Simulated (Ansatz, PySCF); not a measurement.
Gas-phase reaction (SMILES): BOC + 2 [H][H] (H2) -> B (BH3) + C (CH4) + O (H2O); energy of full hydrogenation.

Geometries: B3LYP-D3(BJ)/def2-TZVP minima from Ansatz (a quantum-chemistry and plane-wave program), one conformer each, not searched for the lowest. Cores are frozen in the correlated levels unless marked. No spin-orbit coupling. Non-relativistic. CBS marks a two-point X^-3 extrapolation of the correlation energy; Hartree-Fock from the larger set. Thermal terms are rigid-rotor harmonic-oscillator values from B3LYP-D3(BJ) frequencies (Ansatz or PySCF) at 298.15 K and 1 atm. 1 Eh = 627.5095 kcal/mol.

```
species      E, CCSD(T)/CBS(cc-pVTZ,cc-pVQZ) (Ansatz) (Eh)  E, B3LYP-D3(BJ)/def2-TZVPD (Ansatz + dftd3) (Eh)  H - E (Eh)
-----------  ---------------------------------------------  ------------------------------------------------  ----------
BOC                                             -141.03734                                        -141.28028     0.06882
[H][H] (H2)                                       -1.17450                                          -1.17983     0.01336
B (BH3)                                          -26.54901                                         -26.62529     0.03008
C (CH4)                                          -40.45816                                         -40.53958     0.04840
O (H2O)                                          -76.37426                                         -76.46738     0.02495
```

Work out ΔE and ΔH at 298.15 K at the first level, then ΔH at the second.


1. ΔE = [(-26.54901) + (-40.45816) + (-76.37426)] - [(-141.03734) + 2×(-1.17450)] = 0.00491 Eh = 3.1 kcal/mol at CCSD(T)/CBS(cc-pVTZ,cc-pVQZ).
2. The terms H - E add up to 0.00789 Eh, so ΔH = (0.00491 + (0.00789))×627.5095 = 8.0 kcal/mol.
3. At B3LYP-D3(BJ)/def2-TZVPD the same steps give ΔE = 4.8 and ΔH = 9.8 kcal/mol, a shift of +1.8 from the first level.
4. These values are not checked against measurement here, since the tables used lack a sound gas-phase enthalpy of formation for at least one species.
